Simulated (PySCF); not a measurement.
PySCF input (MN15/def2-TZVPD):

```python
from pyscf import gto, scf, dft

mol = gto.M(
    atom='''
    Tl   -0.00000000   -0.00000000   -1.24610888
    I     0.00000000    0.00000000    1.90443055
    ''',
    basis='def2-tzvpd',
    ecp='def2-tzvp',
    charge=-1,
    spin=1,
    symmetry='C2v',
    verbose=4,
)

mf = dft.UKS(mol, xc='mn15').density_fit(auxbasis='def2-universal-jkfit')
mf.grids.level = 4
mf.conv_tol = 1e-9
mf.max_cycle = 100
mf.max_memory = 1500
mf.kernel()
if not mf.converged:
    mf = mf.newton()
    mf.kernel(mf.make_rdm1())
mf.analyze()
```

Output:

```
PySCF version 2.14.0

[INPUT] verbose = 4
[INPUT] num. atoms = 2
[INPUT] num. electrons = 47
[INPUT] charge = -1
[INPUT] spin (= nelec alpha-beta = 2S) = 1
[INPUT] symmetry C2v subgroup None
[INPUT] Mole.unit = angstrom
[INPUT] Symbol           X                Y                Z      unit          X                Y                Z       unit  Magmom
[INPUT]  1 Tl     0.000000000000   0.000000000000  -1.246108880000 AA    0.000000000000   0.000000000000  -2.354804504589 Bohr   0.0
[INPUT]  2 I      0.000000000000   0.000000000000   1.904430550000 AA    0.000000000000   0.000000000000   3.598852162755 Bohr   0.0

nuclear repulsion = 88.1811010164059
point group symmetry = Coov, use subgroup C2v
symmetry origin: [ 0.00000000e+00  0.00000000e+00 -1.83331649e-09]
symmetry axis x: [1. 0. 0.]
symmetry axis y: [0. 1. 0.]
symmetry axis z: [0. 0. 1.]
num. orbitals of irrep A1 = 49
num. orbitals of irrep A2 = 12
num. orbitals of irrep B1 = 27
num. orbitals of irrep B2 = 27
number of shells = 37
number of NR pGTOs = 201
number of NR cGTOs = 115
basis = def2-tzvpd
ecp = def2-tzvp

******** <class 'pyscf.df.df_jk.DFSymAdaptedUKS'> ********
method = DFSymAdaptedUKS
initial guess = minao
damping factor = 0
level_shift factor = 0
DIIS = <class 'pyscf.scf.diis.CDIIS'>
diis_start_cycle = 1
diis_space = 8
diis_damp = 0
SCF conv_tol = 1e-09
SCF conv_tol_grad = None
SCF max_cycles = 100
direct_scf = False
number electrons alpha = 24  beta = 23
XC library pyscf.dft.libxc version 7.1.2
    S. Lehtola, C. Steigemann, M. J. T. Oliveira, and M. A. L. Marques,  SoftwareX 7, 1–5 (2018)
XC functionals = mn15
    H. S. Yu, X. He, S. L. Li, and D. G. Truhlar,  Chem. Sci. 7, 5032–5051 (2016)
    H. S. Yu, X. He, S. L. Li, and D. G. Truhlar,  Chem. Sci. 7, 5032–5051 (2016)
radial grids:
    Treutler-Ahlrichs [JCP 102, 346 (1995); DOI:10.1063/1.469408] (M4) radial grids

becke partition: Becke, JCP 88, 2547 (1988); DOI:10.1063/1.454033
pruning grids: <function nwchem_prune>
grids dens level: 4
symmetrized grids: C2v
atomic radii adjust function: <function treutler_atomic_radii_adjust>
small_rho_cutoff = 0
Freeze 0 electrons in irreps []
    47 free electrons in irreps A1 A2 B1 B2
Set gradient conv threshold to 3.16228e-05
[...]
beta  HOMO (A1) = -0.10295961111417  LUMO (B2) = 0.102542057065559
  HOMO = 0.0136335768763  LUMO = 0.0978120725416  gap/eV = 2.29061
Extra cycle  E= -469.303424354305  delta_E= -2.49e-11  |g|= 7.69e-06  |ddm|= 2.2e-05
converged SCF energy = -469.303424354305  <S^2> = 0.75216112  2S+1 = 2.00216
**** SCF Summaries ****
Total Energy =                        -469.303424354304752
Nuclear Repulsion Energy =              88.181101016405947
One-electron Energy =                -1003.720563735497535
Two-electron Energy =                  446.236038364786850
Two-electron Coulomb Energy =          482.407949886623953
DFT Exchange-Correlation Energy =      -36.171911521837131
HOMO-LUMO gap [eV] =                     2.290613540130855
Wave-function symmetry = B1
alpha occupancy for each irrep:     A1   A2   B1   B2
                                    11    2    6    5
beta  occupancy for each irrep:     A1   A2   B1   B2
                                    11    2    5    5
**** MO energy ****
alpha MO #1 (A1 #1), energy= -6.35251290688398 occ= 1
alpha MO #2 (A1 #2), energy= -4.75865386272112 occ= 1
alpha MO #3 (A1 #3), energy= -4.48878276608654 occ= 1
alpha MO #4 (B2 #1), energy= -4.48693201505375 occ= 1
alpha MO #5 (B1 #1), energy= -4.48597091516654 occ= 1
alpha MO #6 (B2 #2), energy= -2.77247860148393 occ= 1
alpha MO #7 (A1 #4), energy= -2.7683788435527 occ= 1
alpha MO #8 (B1 #2), energy= -2.76315325205906 occ= 1
alpha MO #9 (A1 #5), energy= -1.71225188587314 occ= 1
alpha MO #10 (B2 #3), energy= -1.71180147009456 occ= 1
alpha MO #11 (B1 #3), energy= -1.71104020642918 occ= 1
alpha MO #12 (A2 #1), energy= -1.70960558670112 occ= 1
alpha MO #13 (A1 #6), energy= -1.70954979178371 occ= 1
alpha MO #14 (A1 #7), energy= -0.525561145430405 occ= 1
alpha MO #15 (B2 #4), energy= -0.497042446063042 occ= 1
alpha MO #16 (A1 #8), energy= -0.496329632619273 occ= 1
alpha MO #17 (A2 #2), energy= -0.494071779437055 occ= 1
alpha MO #18 (B1 #4), energy= -0.490121926991471 occ= 1
alpha MO #19 (A1 #9), energy= -0.487795324187552 occ= 1
alpha MO #20 (A1 #10), energy= -0.271375697228208 occ= 1
alpha MO #21 (B1 #5), energy= -0.106797801478445 occ= 1
alpha MO #22 (B2 #5), energy= -0.10617342299462 occ= 1
alpha MO #23 (A1 #11), energy= -0.104641172432101 occ= 1
alpha MO #24 (B1 #6), energy= 0.0136335768763445 occ= 1
alpha MO #25 (B2 #6), energy= 0.0978120725416254 occ= 0
alpha MO #26 (A1 #12), energy= 0.11854482588099 occ= 0
alpha MO #27 (A1 #13), energy= 0.134129534386462 occ= 0
alpha MO #28 (A1 #14), energy= 0.16649459477767 occ= 0
alpha MO #29 (B1 #7), energy= 0.167515796954897 occ= 0
alpha MO #30 (B2 #7), energy= 0.170101621063887 occ= 0
alpha MO #31 (A2 #3), energy= 0.18085442985961 occ= 0
alpha MO #32 (B1 #8), energy= 0.189336012365104 occ= 0
alpha MO #33 (A1 #15), energy= 0.195605991055947 occ= 0
alpha MO #34 (B2 #8), energy= 0.206027623409105 occ= 0
alpha MO #35 (A1 #16), energy= 0.214653277666846 occ= 0
alpha MO #36 (A1 #17), energy= 0.237702908710076 occ= 0
alpha MO #37 (B1 #9), energy= 0.250995860010906 occ= 0
alpha MO #38 (B2 #9), energy= 0.266114928702417 occ= 0
alpha MO #39 (A1 #18), energy= 0.281581856891724 occ= 0
alpha MO #40 (A2 #4), energy= 0.283399303913403 occ= 0
alpha MO #41 (A1 #19), energy= 0.285625361756364 occ= 0
alpha MO #42 (B1 #10), energy= 0.312405375046106 occ= 0
alpha MO #43 (B2 #10), energy= 0.313078022112014 occ= 0
alpha MO #44 (A1 #20), energy= 0.360379228016294 occ= 0
alpha MO #45 (A1 #21), energy= 0.401801283867191 occ= 0
alpha MO #46 (A2 #5), energy= 0.404825526696496 occ= 0
alpha MO #47 (A1 #22), energy= 0.418024101169034 occ= 0
alpha MO #48 (B1 #11), energy= 0.418477843477336 occ= 0
alpha MO #49 (B2 #11), energy= 0.424925516940887 occ= 0
alpha MO #50 (B1 #12), energy= 0.463239691172709 occ= 0
alpha MO #51 (B2 #12), energy= 0.4654392945194 occ= 0
alpha MO #52 (A1 #23), energy= 0.494297926280053 occ= 0
alpha MO #53 (A1 #24), energy= 0.545513808386841 occ= 0
alpha MO #54 (A2 #6), energy= 0.58869769133487 occ= 0
alpha MO #55 (A1 #25), energy= 0.588799570822399 occ= 0
alpha MO #56 (B1 #13), energy= 0.606788063359446 occ= 0
alpha MO #57 (B2 #13), energy= 0.607785004241737 occ= 0
alpha MO #58 (A1 #26), energy= 0.676792958137572 occ= 0
alpha MO #59 (B1 #14), energy= 0.766868117026632 occ= 0
alpha MO #60 (B2 #14), energy= 0.784079175039008 occ= 0
alpha MO #61 (A1 #27), energy= 0.816026750091567 occ= 0
alpha MO #62 (A1 #28), energy= 0.845188279475688 occ= 0
alpha MO #63 (B1 #15), energy= 0.869705834887163 occ= 0
alpha MO #64 (B2 #15), energy= 0.870127919778253 occ= 0
alpha MO #65 (A2 #7), energy= 0.876142071587054 occ= 0
alpha MO #66 (A1 #29), energy= 0.877011070727137 occ= 0
alpha MO #67 (B1 #16), energy= 0.887448810683578 occ= 0
alpha MO #68 (B2 #16), energy= 0.893004171745965 occ= 0
alpha MO #69 (A1 #30), energy= 1.00107879636707 occ= 0
alpha MO #70 (A1 #31), energy= 1.07104795701444 occ= 0
alpha MO #71 (A2 #8), energy= 1.07241485843095 occ= 0
alpha MO #72 (B1 #17), energy= 1.07675020086159 occ= 0
alpha MO #73 (B2 #17), energy= 1.07675040109831 occ= 0
alpha MO #74 (A1 #32), energy= 1.09587085418464 occ= 0
alpha MO #75 (A2 #9), energy= 1.10141166862915 occ= 0
alpha MO #76 (B1 #18), energy= 1.11351352551233 occ= 0
alpha MO #77 (A1 #33), energy= 1.12514666459958 occ= 0
alpha MO #78 (B2 #18), energy= 1.12625694790369 occ= 0
alpha MO #79 (B1 #19), energy= 1.13294945292537 occ= 0
alpha MO #80 (B2 #19), energy= 1.13381532634417 occ= 0
alpha MO #81 (A1 #34), energy= 1.26615792963722 occ= 0
alpha MO #82 (B2 #20), energy= 1.42076257296906 occ= 0
alpha MO #83 (B1 #20), energy= 1.42186335143437 occ= 0
alpha MO #84 (A1 #35), energy= 1.56808216216208 occ= 0
alpha MO #85 (A2 #10), energy= 1.67907967788526 occ= 0
alpha MO #86 (A1 #36), energy= 1.67912786109657 occ= 0
alpha MO #87 (B2 #21), energy= 1.72494365710509 occ= 0
alpha MO #88 (B1 #21), energy= 1.72545178203068 occ= 0
alpha MO #89 (A1 #37), energy= 1.79184484353162 occ= 0
alpha MO #90 (B2 #22), energy= 2.24427799897946 occ= 0
alpha MO #91 (B1 #22), energy= 2.24430161351148 occ= 0
alpha MO #92 (A2 #11), energy= 2.25017372230433 occ= 0
alpha MO #93 (A1 #38), energy= 2.25030419047229 occ= 0
alpha MO #94 (B1 #23), energy= 2.29297720987059 occ= 0
alpha MO #95 (B2 #23), energy= 2.29504307979853 occ= 0
alpha MO #96 (A1 #39), energy= 2.42526331433135 occ= 0
alpha MO #97 (A1 #40), energy= 2.72170508469433 occ= 0
alpha MO #98 (B1 #24), energy= 3.19988645627204 occ= 0
alpha MO #99 (B2 #24), energy= 3.19988659160762 occ= 0
alpha MO #100 (A1 #41), energy= 3.20024358442591 occ= 0
alpha MO #101 (A2 #12), energy= 3.20025532022572 occ= 0
alpha MO #102 (B2 #25), energy= 3.22354721608579 occ= 0
[...]
```
